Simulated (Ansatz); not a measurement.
Basis-set series for `CB[SiH2][SiH2]F`. The species carries charge 0 and has multiplicity 1. The geometry is a stationary point of PBE0-D4/def2-TZVP. It is one conformer, not always the lowest.

| functional | basis | functions | energy (Eh) | HOMO (eV) | LUMO (eV) |
| --- | --- | --- | --- | --- | --- |
| PBE0-D4 | def2-TZVPP | 289 | -746.29577 | -7.77 | -2.20 |
| PBE0-D4 | def2-QZVPP | 551 | -746.32517 | -7.78 | -2.21 |
| ωB97M-V | def2-TZVPP | 289 | -746.59603 | -9.81 | -0.29 |
| ωB97M-V | def2-QZVPP | 551 | -746.62373 | -9.82 | -0.33 |

Q: Give the rows for def2-SVP. (An estimate is asked.)

A: The calculation gave: 
| functional | basis | functions | energy (Eh) | HOMO (eV) | LUMO (eV) |
| --- | --- | --- | --- | --- | --- |
| PBE0-D4 | def2-SVP | 118 | -745.88928 | -7.77 | -2.14 |
| ωB97M-V | def2-SVP | 118 | -746.17994 | -9.78 | -0.16 |

All numbers were calculated with Ansatz.
